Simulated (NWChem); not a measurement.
The numbers come from NWChem runs, not from measurements. System: H4Ge, charge 0, spin multiplicity 1, at a geometry optimised with PBE/def2-SVP. The structure started from a generated list of species. Level: PBE0/def2-SVP.

NWChem printed:

```
             Northwest Computational Chemistry Package (NWChem) 7.3.0
             --------------------------------------------------------

                                NWChem Input Module
                                -------------------

 Scaling coordinates for geometry "geometry" by  1.889725989
 (inverse scale =  0.529177249)

                             Geometry "geometry" -> ""
                             -------------------------

 Output coordinates in angstroms (scale by  1.889725989 to convert to a.u.)

  No.       Tag          Charge          X              Y              Z
 ---- ---------------- ---------- -------------- -------------- --------------
    1 Ge                  32.0000     0.00000000     0.00000000     0.00000000
    2 H                    1.0000     0.00000000    -1.26415800    -0.89392600
    3 H                    1.0000     0.00000000     1.26415800    -0.89392600
    4 H                    1.0000     1.26415900     0.00000000     0.89392500
    5 H                    1.0000    -1.26415900     0.00000000     0.89392500

 Effective nuclear repulsion energy (a.u.)      45.0038715510

            Nuclear Dipole moment (a.u.)
            ----------------------------
        X                 Y               Z
 ---------------- ---------------- ----------------
     0.0000000000     0.0000000000    -0.0000037795


 Summary of "ao basis" -> "" (spherical)
 ------------------------------------------------------------------------------
       Tag                 Description            Shells   Functions and Types
 ---------------- ------------------------------  ------  ---------------------
 *                          def2-svp                  on all atoms

                                 NWChem DFT Module
                                 -----------------

 Summary of "ao basis" -> "ao basis" (spherical)
 ------------------------------------------------------------------------------
       Tag                 Description            Shells   Functions and Types
 ---------------- ------------------------------  ------  ---------------------
 Ge                         def2-svp                12       32   5s4p3d
 H                          def2-svp                 3        5   2s1p

 Summary of "ao basis" -> "ao basis" (spherical)
 ------------------------------------------------------------------------------
       Tag                 Description            Shells   Functions and Types
 ---------------- ------------------------------  ------  ---------------------
 Ge                         def2-svp                12       32   5s4p3d
 H                          def2-svp                 3        5   2s1p

            General Information
            -------------------
          SCF calculation type: DFT
          Wavefunction type:  closed shell.
          No. of atoms     :     5
          No. of electrons :    36
           Alpha electrons :    18
            Beta electrons :    18
          Charge           :     0
          Spin multiplicity:     1
          Use of symmetry is: off; symmetry adaption is: off
          Maximum number of iterations: 100
          AO basis - number of functions:    52
                     number of shells:    24
          Convergence on energy requested:  1.00D-06
          Convergence on density requested:  1.00D-05
          Convergence on gradient requested:  5.00D-04

              XC Information
              --------------
                         PBE0 Method XC Functional
                     Hartree-Fock (Exact) Exchange  0.250
          PerdewBurkeErnzerhof Exchange Functional  0.750
            Perdew 1991 LDA Correlation Functional  1.000 local
           PerdewBurkeErnz. Correlation Functional  1.000 non-local

             Grid Information
             ----------------
          Grid used for XC integration:  medium
          Radial quadrature: Mura-Knowles
          Angular quadrature: Lebedev.
          Tag              B.-S. Rad. Rad. Pts. Rad. Cut. Ang. Pts.
          ---              ---------- --------- --------- ---------
          Ge                  1.25      112           7.0       590
          H                   0.35       45           8.0       434
[...]
                    Damping( 0%)  Levelshifting(0.5)       DIIS
                  --------------- ------------------- ---------------
          dE  on:    start            ASAP                start
          dE off:    2 iters        100 iters           100 iters

      Screening Tolerance Information
      -------------------------------
          Density screening/tol_rho:  1.00D-10
          AO Gaussian exp screening on grid/accAOfunc:  14
          CD Gaussian exp screening on grid/accCDfunc:  20
          XC Gaussian exp screening on grid/accXCfunc:  20
          Schwarz screening/accCoul:  1.00D-08

      Superposition of Atomic Density Guess
      -------------------------------------

 Sum of atomic energies:       -2077.04060640

      Non-variational initial energy
      ------------------------------

 Total energy =   -2077.278360
 1-e energy   =   -2985.818839
 2-e energy   =     863.536608
 HOMO         =      -0.413030
 LUMO         =       0.113370

------------------------------------------------------------
EAF file 0: "./mol.aoints.0" size=524288 bytes
------------------------------------------------------------
               write      read    awrite     aread      wait
               -----      ----    ------     -----      ----
     calls:        1         0         0         0         0
   data(b): 5.24e+05  0.00e+00  0.00e+00  0.00e+00
   time(s): 0.00e+00  0.00e+00  0.00e+00  0.00e+00  0.00e+00
rate(mb/s): 0.00e+00  0.00e+00
------------------------------------------------------------

   convergence    iter        energy       DeltaE   RMS-Dens  Diis-err    time
 ---------------- ----- ----------------- --------- --------- ---------  ------
 d= 0,ls=0.0,diis     1  -2078.8424372867 -2.12D+03  7.05D-03  8.28D-02     1.2
 d= 0,ls=0.0,diis     2  -2078.8542294547 -1.18D-02  1.92D-03  8.65D-03     1.3
 d= 0,ls=0.0,diis     3  -2078.8553033615 -1.07D-03  4.34D-04  2.87D-04     1.5
 d= 0,ls=0.0,diis     4  -2078.8553535339 -5.02D-05  7.31D-05  2.33D-05     1.6
 d= 0,ls=0.0,diis     5  -2078.8553553332 -1.80D-06  1.88D-05  3.19D-06     1.8
 d= 0,ls=0.0,diis     6  -2078.8553555143 -1.81D-07  1.58D-06  6.63D-10     1.9

         Total DFT energy =    -2078.855355514313
      One electron energy =    -2986.329324157698
           Coulomb energy =      942.691291632339
    Exchange-Corr. energy =      -80.221194539973
 Nuclear repulsion energy =       45.003871551020

 Numeric. integr. density =       36.000018471943

     Total iterative time =      1.5s

                       DFT Final Molecular Orbital Analysis
                       ------------------------------------

 Vector   16  Occ=2.000000D+00  E=-3.526966D-01
              MO Center=  4.6D-04, -9.4D-05, -1.3D-07, r^2= 2.6D+00
   Bfn.  Coefficient  Atom+Function         Bfn.  Coefficient  Atom+Function
  ----- ------------  ---------------      ----- ------------  ---------------
    14      0.335367  1 Ge pz                33     -0.226615  2 H  s
    38     -0.226563  3 H  s                 43      0.226716  4 H  s
    48      0.226462  5 H  s                 11     -0.199480  1 Ge pz
    17      0.194094  1 Ge pz                34     -0.128548  2 H  s
    39     -0.128518  3 H  s                 44      0.128605  4 H  s

 Vector   17  Occ=2.000000D+00  E=-3.526915D-01
              MO Center= -4.6D-04, -5.0D-07,  5.8D-01, r^2= 2.3D+00
   Bfn.  Coefficient  Atom+Function         Bfn.  Coefficient  Atom+Function
  ----- ------------  ---------------      ----- ------------  ---------------
    12      0.335365  1 Ge px                43      0.320357  4 H  s
    48     -0.320536  5 H  s                  9     -0.199478  1 Ge px
    15      0.194096  1 Ge px                44      0.181728  4 H  s
    49     -0.181830  5 H  s                 21      0.075058  1 Ge d  1
     6      0.065188  1 Ge px                31     -0.035552  1 Ge d  1

 Vector   18  Occ=2.000000D+00  E=-3.526914D-01
              MO Center= -1.0D-07,  9.4D-05, -5.8D-01, r^2= 2.3D+00
   Bfn.  Coefficient  Atom+Function         Bfn.  Coefficient  Atom+Function
  ----- ------------  ---------------      ----- ------------  ---------------
    13      0.335365  1 Ge py                33     -0.320428  2 H  s
    38      0.320465  3 H  s                 10     -0.199478  1 Ge py
    16      0.194096  1 Ge py                34     -0.181768  2 H  s
    39      0.181789  3 H  s                 19      0.075058  1 Ge d -1
     7      0.065188  1 Ge py                29     -0.035552  1 Ge d -1

 Vector   19  Occ=0.000000D+00  E= 5.572691D-02
              MO Center= -2.0D-08,  1.5D-05,  1.3D-01, r^2= 4.0D+00
   Bfn.  Coefficient  Atom+Function         Bfn.  Coefficient  Atom+Function
  ----- ------------  ---------------      ----- ------------  ---------------
    16      1.480380  1 Ge py                34      1.072243  2 H  s
    39     -1.072156  3 H  s                 13      0.245284  1 Ge py
    33      0.177025  2 H  s                 38     -0.177010  3 H  s
    10     -0.144393  1 Ge py                19     -0.107701  1 Ge d -1
    29      0.073246  1 Ge d -1               7      0.046451  1 Ge py

 Vector   20  Occ=0.000000D+00  E= 5.572701D-02
              MO Center=  2.7D-05,  3.5D-08, -1.3D-01, r^2= 4.0D+00
   Bfn.  Coefficient  Atom+Function         Bfn.  Coefficient  Atom+Function
  ----- ------------  ---------------      ----- ------------  ---------------
    15      1.480381  1 Ge px                44     -1.072121  4 H  s
    49      1.072280  5 H  s                 12      0.245284  1 Ge px
    43     -0.177004  4 H  s                 48      0.177030  5 H  s
     9     -0.144393  1 Ge px                21     -0.107701  1 Ge d  1
    31      0.073246  1 Ge d  1               6      0.046451  1 Ge px

 Vector   21  Occ=0.000000D+00  E= 5.573387D-02
              MO Center= -2.7D-05, -1.5D-05,  9.7D-06, r^2= 4.0D+00
   Bfn.  Coefficient  Atom+Function         Bfn.  Coefficient  Atom+Function
  ----- ------------  ---------------      ----- ------------  ---------------
    17      1.480468  1 Ge pz                34      0.758135  2 H  s
    39      0.758259  3 H  s                 44     -0.758326  4 H  s
    49     -0.758101  5 H  s                 14      0.245279  1 Ge pz
    11     -0.144390  1 Ge pz                33      0.125154  2 H  s
    38      0.125175  3 H  s                 43     -0.125187  4 H  s

 center of mass
 --------------
 x =   0.00000000 y =   0.00000000 z =  -0.00000005

 moments of inertia (a.u.)
 ------------------
          23.007025382596           0.000000000000           0.000000000000
           0.000000000000          23.007043581461           0.000000000000
           0.000000000000           0.000000000000          23.006250719037

     Multipole analysis of the density
     ---------------------------------

     L   x y z        total         alpha         beta         nuclear
     -   - - -        -----         -----         ----         -------
     0   0 0 0     -0.000000    -18.000000    -18.000000     36.000000

     1   1 0 0     -0.000000     -0.000000     -0.000000      0.000000
     1   0 1 0      0.000000      0.000000      0.000000      0.000000
     1   0 0 1      0.000001      0.000002      0.000002     -0.000004

     2   2 0 0    -15.456093    -13.434957    -13.434957     11.413821
     2   1 1 0      0.000000      0.000000      0.000000      0.000000
     2   1 0 1     -0.000000     -0.000000     -0.000000      0.000000
     2   0 2 0    -15.456095    -13.434949    -13.434949     11.413803
     2   0 1 1     -0.000000     -0.000000     -0.000000      0.000000
     2   0 0 2    -15.456085    -13.435337    -13.435337     11.414590

 Task  times  cpu:        1.9s     wall:        1.9s

 Total times  cpu:        2.0s     wall:        2.0s
```

Q: Write an NWChem input that would produce this output.

A: One answer among several that fit: 
```
start mol
memory heap 200 mb stack 900 mb global 1100 mb
geometry units angstroms nocenter noautoz noautosym
  Ge     0.000000     0.000000     0.000000
  H      0.000000    -1.264158    -0.893926
  H      0.000000     1.264158    -0.893926
  H      1.264159     0.000000     0.893925
  H     -1.264159     0.000000     0.893925
end
basis spherical
  * library def2-svp
end
dft
  xc pbe0
  semidirect memsize 60000000 filesize 0
  iterations 100
end
task dft energy
```
